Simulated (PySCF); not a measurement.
C⁺ (carbon, charge +1) across methods

[He] 2s2 2p1, 2P determinant. Computed with PySCF 2.14 in aug-cc-pwCVDZ, with no relativity, point nucleus. The B2PLYP total includes its PT2 part (frozen core); its orbital energies are those of the SCF part.

```json
{"method": "UHF", "E (hartree)": "-37.29077", "mean ε 2s α (eV)": "-33.324", "mean ε 2s β (eV)": "-29.616", "mean ε 2p α (eV)": "-24.795", "Σ⟨r²⟩ (bohr²)": "8.153", "⟨S²⟩": "0.756"}
{"method": "M06-2X", "E (hartree)": "-37.4229", "mean ε 2s α (eV)": "-29.907", "mean ε 2s β (eV)": "-27.732", "mean ε 2p α (eV)": "-21.064", "Σ⟨r²⟩ (bohr²)": "8.111", "⟨S²⟩": "0.751"}
{"method": "TPSSh", "E (hartree)": "-37.4369", "mean ε 2s α (eV)": "-27.358", "mean ε 2s β (eV)": "-25.468", "mean ε 2p α (eV)": "-19.071", "Σ⟨r²⟩ (bohr²)": "8.087", "⟨S²⟩": "0.753"}
{"method": "B2PLYP", "E (hartree)": "-37.4040", "mean ε 2s α (eV)": "-30.050", "mean ε 2s β (eV)": "-27.561", "mean ε 2p α (eV)": "-21.684", "Σ⟨r²⟩ (bohr²)": "8.124", "⟨S²⟩": "0.754"}
{"method": "PBE0", "E (hartree)": "-37.3781", "mean ε 2s α (eV)": "-28.176", "mean ε 2s β (eV)": "-26.265", "mean ε 2p α (eV)": "-19.753", "Σ⟨r²⟩ (bohr²)": "8.124", "⟨S²⟩": "0.753"}
{"method": "LDA", "E (hartree)": "-37.0341", "mean ε 2s α (eV)": "-26.149", "mean ε 2s β (eV)": "-24.635", "mean ε 2p α (eV)": "-17.777", "Σ⟨r²⟩ (bohr²)": "8.209", "⟨S²⟩": "0.751"}
{"method": "PBE", "E (hartree)": "-37.3680", "mean ε 2s α (eV)": "-26.207", "mean ε 2s β (eV)": "-24.737", "mean ε 2p α (eV)": "-17.927", "Σ⟨r²⟩ (bohr²)": "8.147", "⟨S²⟩": "0.752"}
{"method": "BHandHLYP", "E (hartree)": "-37.4261", "mean ε 2s α (eV)": "-29.988", "mean ε 2s β (eV)": "-27.665", "mean ε 2p α (eV)": "-21.605", "Σ⟨r²⟩ (bohr²)": "8.108", "⟨S²⟩": "0.753"}
```

(1) Estimate the same row for r2SCAN.

Answers

(1) E (hartree) = -37.3990; mean ε 2s α (eV) = -26.681; mean ε 2s β (eV) = -24.937; mean ε 2p α (eV) = -18.597; Σ⟨r²⟩ (bohr²) = 8.128; ⟨S²⟩ = 0.754.
